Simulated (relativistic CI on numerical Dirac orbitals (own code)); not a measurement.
Forbidden lines of Tb²²⁺

Method of calculation: Dirac-Coulomb-Breit CI, KLI orbitals optimised for each configuration, a model potential for QED, unscaled Slater integrals (own radial code, finite nucleus).

Configurations in the expansion (outside the closed core [Ar] 3d10): 4s²4p⁶4d⁷, 4s²4p⁵4d⁸, 4s²4p⁶4d⁶4f, 4s4p⁶4d⁸, 4s²4p⁵4d⁷4f, 4s²4p⁶4d⁶5s, 4s4p⁶4d⁷4f, 4s²4p⁶4d⁶5p, 4s²4p⁶4d⁵4f5s, 4s²4p⁶4d⁶5d, 4s²4p⁵4d⁷5s, 4s²4p⁶4d⁵5s5p, 4s²4p⁶4d⁶5f, 4s²4p⁶4d⁶6s, 4s²4p⁶4d⁶6p, 4s4p⁶4d⁷5s, 4p⁶4d⁸4f, 4s²4p⁶4d⁶7s, 4p⁶4d⁹, 4p⁵4d¹⁰, 4p⁵4d⁹4f, 4s²4p⁶4d⁵5s², 4s²4p⁶4d⁴4f5s², 4s²4p⁵4d⁵4f5s², 4s4p⁶4d⁵4f5s², 4p⁶4d⁸5s, 4p⁵4d⁹5s, 4p⁵4d⁸4f5s, 4p⁶4d⁷5s², 4p⁵4d⁸5s², 4p⁶4d⁶4f5s², 4p⁵4d⁷4f5s². Double excitations out of closed p, d and f shells are left out; levels of such configurations are missing from the list, as are those of other unlisted configurations, and high levels can miss mixing partners.

```tsv
λ vac (Å)	Lower	Upper	Type	A (s⁻¹)	gf	Branching (%)
81.141	4s²4p⁶4d⁷ ²H11/2 [9]	4s²4p⁶4d⁶4f ⁴I°15/2 [133]	M2	5.70e+02	9.00e-09	39.5
82.576	4s²4p⁶4d⁷ ²H11/2 [9]	4s²4p⁶4d⁶4f ²K°15/2 [110]	M2	2.59e+03	4.23e-08	57.3
82.906	4s²4p⁶4d⁷ ⁴F9/2 [1]	4s²4p⁶4d⁶4f ⁶G°13/2 [40]	M2	1.05e+04	1.52e-07	43.4
83.063	4s²4p⁶4d⁷ ²H11/2 [9]	4s²4p⁶4d⁶4f ⁴I°15/2 [100]	M2	7.30e+03	1.21e-07	82.2
84.067	4s²4p⁶4d⁷ ²H11/2 [9]	4s²4p⁶4d⁶4f ⁴I°15/2 [88]	M2	5.95e+03	1.01e-07	93.7
554.19	4s²4p⁶4d⁷ ⁴F7/2 [4]	4s²4p⁶4d⁷ ²D5/2 [18]	M1	3.70e+02	1.02e-07	2.6
641.72	4s²4p⁶4d⁷ ⁴F3/2 [6]	4s²4p⁶4d⁷ ²D5/2 [18]	M1	8.61e+02	3.19e-07	6.1
649.53	4s²4p⁶4d⁷ ⁴P5/2 [7]	4s²4p⁶4d⁷ ²D3/2 [19]	M1	1.07e+03	2.70e-07	4.6
655.36	4s²4p⁶4d⁷ ⁴P5/2 [7]	4s²4p⁶4d⁷ ²D5/2 [18]	M1	4.89e+03	1.89e-06	34.6
725.93	4s²4p⁶4d⁷ ²P3/2 [2]	4s²4p⁶4d⁷ ²D3/2 [17]	M1	7.58e+02	2.39e-07	17.4
787.56	4s²4p⁶4d⁷ ²G7/2 [10]	4s²4p⁶4d⁷ ²D5/2 [18]	M1	1.17e+03	6.54e-07	8.3
793.14	4s²4p⁶4d⁷ ²D5/2 [3]	4s²4p⁶4d⁷ ²D3/2 [17]	M1	2.42e+03	9.13e-07	55.5
859.73	4s²4p⁶4d⁷ ⁴F7/2 [4]	4s²4p⁶4d⁷ ²F7/2 [16]	M1	1.81e+03	1.61e-06	28.1
926.14	4s²4p⁶4d⁷ ⁴F9/2 [1]	4s²4p⁶4d⁷ ²G7/2 [10]	M1	5.31e+02	5.46e-07	38.0
953.20	4s²4p⁶4d⁷ ²F5/2 [11]	4s²4p⁶4d⁷ ²D5/2 [18]	M1	3.79e+03	3.10e-06	26.8
1016.5	4s²4p⁶4d⁷ ²D5/2 [12]	4s²4p⁶4d⁷ ²D3/2 [19]	M1	1.28e+04	7.94e-06	55.8
1025.6	4s²4p⁶4d⁷ ⁴P3/2 [13]	4s²4p⁶4d⁷ ²D3/2 [19]	M1	6.98e+03	4.40e-06	30.4
1032.2	4s²4p⁶4d⁷ ⁴F9/2 [1]	4s²4p⁶4d⁷ ²H11/2 [9]	M1	2.90e+02	5.57e-07	90.7
1037.1	4s²4p⁶4d⁷ ²P3/2 [2]	4s²4p⁶4d⁷ ²F5/2 [11]	M1	2.98e+02	2.88e-07	17.5
1040.2	4s²4p⁶4d⁷ ⁴P3/2 [13]	4s²4p⁶4d⁷ ²D5/2 [18]	M1	8.90e+02	8.66e-07	6.3
1075.0	4s²4p⁶4d⁷ ²G9/2 [5]	4s²4p⁶4d⁷ ²F7/2 [16]	M1	2.68e+03	3.72e-06	41.7
1179.9	4s²4p⁶4d⁷ ²D5/2 [3]	4s²4p⁶4d⁷ ²F5/2 [11]	M1	1.09e+03	1.36e-06	63.8
1198.5	4s²4p⁶4d⁷ ⁴F7/2 [4]	4s²4p⁶4d⁷ ²D5/2 [12]	M1	1.10e+04	1.42e-05	84.3
1285.4	4s²4p⁶4d⁷ ⁴F9/2 [1]	4s²4p⁶4d⁷ ²G9/2 [5]	M1	3.87e+03	9.58e-06	98.9
1298.9	4s²4p⁶4d⁷ ²G9/2 [5]	4s²4p⁶4d⁷ ²H9/2 [14]	M1	3.82e+03	9.65e-06	61.3
1517.5	4s²4p⁶4d⁶4f ⁶H°15/2 [55]	4s²4p⁶4d⁶4f ²K°15/2 [110]	M1	1.70e+03	9.39e-06	37.7
1554.7	4s²4p⁶4d⁷ ⁴P1/2 [8]	4s²4p⁶4d⁷ ²P1/2 [15]	M1	5.25e+03	3.81e-06	78.1
1572.8	4s²4p⁶4d⁷ ²D3/2 [17]	4s²4p⁶4d⁷ ²D5/2 [18]	M1	1.11e+03	2.47e-06	7.8
1591.2	4s²4p⁶4d⁷ ²G7/2 [10]	4s²4p⁶4d⁷ ²F7/2 [16]	M1	1.03e+03	3.13e-06	16.0
1595.2	4s²4p⁶4d⁷ ²D5/2 [3]	4s²4p⁶4d⁷ ²G7/2 [10]	M1	3.11e+02	9.50e-07	22.3
1675.1	4s²4p⁶4d⁷ ⁴F3/2 [6]	4s²4p⁶4d⁷ ⁴P3/2 [13]	M1	3.89e+03	6.55e-06	45.8
1700.1	4s²4p⁶4d⁷ ⁴F3/2 [6]	4s²4p⁶4d⁷ ²D5/2 [12]	M1	1.04e+03	2.70e-06	8.0
1700.7	4s²4p⁶4d⁶4f ⁶H°15/2 [55]	4s²4p⁶4d⁶4f ⁴I°15/2 [100]	M1	1.17e+03	8.11e-06	13.2
1726.8	4s²4p⁶4d⁷ ²H11/2 [9]	4s²4p⁶4d⁷ ²H9/2 [14]	M1	1.83e+03	8.17e-06	29.3
1727.6	4s²4p⁶4d⁷ ²P3/2 [2]	4s²4p⁶4d⁷ ⁴P1/2 [8]	M1	3.38e+03	3.03e-06	99.3
1771.4	4s²4p⁶4d⁷ ⁴P5/2 [7]	4s²4p⁶4d⁷ ⁴P3/2 [13]	M1	3.92e+03	7.37e-06	46.1
1799.3	4s²4p⁶4d⁷ ⁴P5/2 [7]	4s²4p⁶4d⁷ ²D5/2 [12]	M1	7.77e+02	2.26e-06	5.9
1834.7	4s²4p⁶4d⁷ ⁴F9/2 [1]	4s²4p⁶4d⁷ ⁴F7/2 [4]	M1	4.51e+03	1.82e-05	99.8
1870.2	4s²4p⁶4d⁷ ⁴F7/2 [4]	4s²4p⁶4d⁷ ²G7/2 [10]	M1	3.50e+02	1.47e-06	25.0
2051.4	4s²4p⁶4d⁷ ²P3/2 [2]	4s²4p⁶4d⁷ ⁴P5/2 [7]	M1	9.23e+02	3.50e-06	50.6
2136.2	4s²4p⁶4d⁷ ²G7/2 [10]	4s²4p⁶4d⁷ ²H9/2 [14]	M1	3.39e+02	2.32e-06	5.4
2197.6	4s²4p⁶4d⁷ ²P3/2 [2]	4s²4p⁶4d⁷ ⁴F3/2 [6]	M1	1.47e+03	4.26e-06	56.5
2452.2	4s²4p⁶4d⁷ ²F5/2 [11]	4s²4p⁶4d⁷ ²F7/2 [16]	M1	4.93e+02	3.56e-06	7.7
2697.2	4s²4p⁶4d⁷ ²D5/2 [3]	4s²4p⁶4d⁷ ⁴P5/2 [7]	M1	5.39e+02	3.53e-06	29.5
2955.8	4s²4p⁶4d⁷ ²D5/2 [3]	4s²4p⁶4d⁷ ⁴F3/2 [6]	M1	1.13e+03	5.94e-06	43.5
```

Terms are leading LS components. Brackets give the number of a level in order of energy, since labels repeat. The list gives strong lines, with weight on those to low levels, among the lowest 400 of 11031 levels, so that lines to higher ones, which can be the strongest, are missing. Levels whose partners in the same complex of configurations lie outside the list can be far off, and so can their lines. Rates are taken at the computed energies, electric ones in the length gauge.

At this charge energies of transitions that change n are usually good to better than 1 %, and those within a shell (Δn = 0) to a few per cent. Terms inside the open d or f shell come out 10 to 20 % too wide with unscaled integrals.

LS names give the leading component of a level, which can be under half, so a name can repeat, a term be missing and a line seem to break the LS rules.
